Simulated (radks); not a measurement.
Question: Valence configurations of Ca I (all share [Ar]). Method: Dirac Kohn-Sham, BLYP, spin-unpolarised, spherical densities, point nucleus; open shells are shared between the two j in proportion to 2j + 1; computed with a radial shooting solver on a logarithmic mesh with Libxc functionals. Order these by energy: 4p2; 3d0.5 4s1.5; 4s1 4p1; 3d1 4s1; 4s1.5 4p0.5; 4s2.

Answer: From the lowest, in eV above it: 4s2 0.000; 3d0.5 4s1.5 1.047; 4s1.5 4p0.5 1.213; 3d1 4s1 2.280; 4s1 4p1 2.472; 4p2 5.112. NIST lists [Ar] 4s2 as the ground configuration; this level of theory agrees among the configurations tried. The energies are those of spherical spin-averaged densities, not of single terms.
